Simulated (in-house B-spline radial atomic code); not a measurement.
Results of a calculation; reference values are marked as such.
# Ghost states of the separable form: Ca

Ca, [Ar] 4s2, non-relativistic PBE, spherical and spin-unpolarised, from an all-electron radial atomic-structure program (B-spline basis) (atomic units; all potentials screened as in the neutral atom).

Troullier-Martins channels: 4s (ε = -0.1379, r_c = 3.1 bohr), 3p (ε = -1.0311, r_c = 0.998 bohr). In the Kleinman-Bylander form one channel serves as the local potential, and each other channel l becomes |δV u><u δV|/<u|δV|u>, with δV = V_l − V_local and u the pseudo-orbital. Its strength is E_KB = <u|δV²|u>/<u|δV|u>. By the analysis of Gonze, Stumpf and Scheffler a spurious state lies below the reference level ε if E_KB > 0 and ε is above the second level of the local potential alone, or if E_KB < 0 and ε is above its first. The table's levels are those of angular momentum l in a sphere of 9 bohr, whose wall can lift a shallow ε a little above its free-atom value.

```json
{"local": "s", "channel": "p", "<u δV u>": "-3.2233", "<u δV² u>": "13.443", "ε": "-1.0312", "first local level": "-0.0504", "second local level": "0.2040"}
{"local": "p", "channel": "s", "<u δV u>": "0.10837", "<u δV² u>": "0.21432", "ε": "-0.1348", "first local level": "-2.6812", "second local level": "-0.2617"}
```

(1) Apply the rule to each row.

Diagonalising the separable Hamiltonian gives:

```json
{"local": "s", "channel": "p", "three lowest levels": "-1.0312, -0.0189, 0.2594", "all-electron, two lowest valence levels": "-1.0312, -0.0384"}
{"local": "p", "channel": "s", "three lowest levels": "-1.3604, -0.1348, 0.1315", "all-electron, two lowest valence levels": "-0.1348, 0.1324"}
```

(2) Which choices of local channel are safe?

## Answers

(1) Local s, channel p: E_KB = -4.17, so ε = -1.0312 is set against -0.0504: no ghost. Local p, channel s: E_KB = +1.98, so ε = -0.1348 is set against -0.2617: a ghost.

(2) Free of ghosts: s. With p local the s channel has a ghost 1.23 hartree below ε, since the local potential binds more than one state below ε, and a repulsive term of rank one raises each level at most to the next, so it clears only one of them. Among the safe choices the second level, which tests transfer, is off by at most 19.5 millihartree (s local).
